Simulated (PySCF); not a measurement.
# Basis and Hamiltonian dependence of the excitation energy of Cd⁺

Cd⁺ [Kr] 4d10 5s1 (2S) → Cd⁺ [Kr] 4d9 5s1 5p1 (high-spin determinant). Calculated with PySCF 2.14 from differences of total energies of unrestricted determinants, without spin-orbit coupling. Values in eV.

| basis | Hamiltonian | functions | UHF | r2SCAN | PBE0 | MP2 (valence) |
| --- | --- | --- | --- | --- | --- | --- |
| ANO-RCC-VTZP | spin-free X2C | 68 | 12.341 | 13.606 | 13.643 | 13.857 |
| aug-cc-pwCVDZ-PP with ECP28MDF | ECP | 70 | 12.277 | 13.359 | 13.472 | 14.043 |
| aug-cc-pVTZ-PP with one added diffuse shell each of s, p, d, f, g type with ECP28MDF | ECP | 113 | 12.233 | 13.294 | 13.421 | 14.013 |
| x2c-QZVPPall | spin-free X2C | 118 | 12.250 | 13.537 | 13.588 | 14.033 |
| x2c-QZVPPall with one added diffuse shell each of s, p, d, f, g type | spin-free X2C | 143 | 12.248 | 13.534 | 13.587 | 14.032 |

Frozen in the all-electron rows: valence: [Kr]; with a core potential, the same shells as far as they lie outside it.

One determinant mixes LS terms of the configuration, so the numbers do not refer to single terms.
